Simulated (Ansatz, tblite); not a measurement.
Forces on the cluster Al₄Sb₄ at its r2SCAN-D4/def2-SVP geometry. The state is a singlet with charge 0.

In the def2 sets Sb takes a core potential; there is no spin–orbit coupling. The xTB rows come from tblite. The restricted singlet is unstable towards broken spin symmetry in Hartree–Fock (as tested in another run); at r2SCANh-D4/def2-TZVP this wasn't settled. The structure comes from a short search, and lower isomers may exist.

GFN1-xTB (tblite), largest force 1.49 eV/Å:

```xyz
8
positions Å, forces eV/Å
Al   -2.220   -0.825   -0.023   -0.093   -0.661    0.085
Al    1.340    2.103    1.669   -0.391   -0.128    0.243
Al   -0.414   -2.274   -1.184   -0.312   -0.121    0.913
Al    0.107    0.815   -0.712    0.076   -0.036    0.202
Sb   -1.168    0.912    1.827    1.308   -0.524   -0.498
Sb   -1.167   -0.199   -2.697    0.315    0.720   -0.690
Sb    0.842   -1.182    1.240    0.017    1.407   -0.465
Sb    2.680    0.650   -0.122   -0.919   -0.657    0.210
```

GFN2-xTB (tblite), largest force 0.62 eV/Å:

```
Al 0.179 0.266 -0.010
Al -0.387 -0.146 -0.267
Al 0.070 0.141 0.314
Al 0.015 -0.019 0.398
Sb 0.340 -0.492 -0.151
Sb -0.257 0.093 -0.439
Sb 0.044 0.458 0.030
Sb -0.005 -0.302 0.125
```

r2SCANh-D4/def2-TZVP (Ansatz), largest force 0.32 eV/Å:

```
Al 0.054 0.044 0.006
Al -0.025 -0.100 -0.039
Al -0.004 0.077 -0.009
Al 0.033 -0.088 0.058
Sb 0.151 -0.126 -0.126
Sb 0.045 -0.035 0.144
Sb -0.049 0.292 -0.122
Sb -0.205 -0.063 0.088
```
